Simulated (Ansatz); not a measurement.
Species: sum formula H$_{5}$SiN$_{2}$O, charge 0, multiplicity 2. It need not be the lowest isomer of its formula. SMILES: N[Si](O)N
Coordinates optimised at B3LYP-D3(BJ)/def2-TZVP (Ansatz, a first-principles code):
```
Si
O 1 1.6667
H 2 0.9604 1 116.12
N 1 1.7161 2 101.71 3 162.92
H 4 1.0074 1 120.04 2 176.04
H 4 1.0080 5 112.16 1 -149.35
N 1 1.7163 2 119.09 3 -81.70
H 7 1.0060 1 121.88 2 88.73
H 7 1.0109 8 112.50 1 157.65
```
Charge 0, spin multiplicity 2.

Computed values are from Ansatz. Cores are frozen in the correlated levels unless marked. UHF or UKS for open shells. No spin-orbit coupling. No relativistic terms. CBS marks a two-point X^-3 extrapolation of the correlation energy; Hartree-Fock from the larger set.

Problem. What is the total energy at CCSD(T)/CBS(cc-pV(T+d)Z,cc-pV(Q+d)Z)?

Solution. -476.7201 Eh.

Problem. What is the atomisation energy De at CCSD(T)/CBS(cc-pV(T+d)Z,cc-pV(Q+d)Z)?

Solution. 3195.2 kJ/mol.

Problem. What is the dipole moment at CCSD(T)/aug-cc-pV(D+d)Z?

Solution. 0.81 D.

Problem. What is the T1 diagnostic at CCSD/cc-pV(Q+d)Z?

Solution. 0.013.
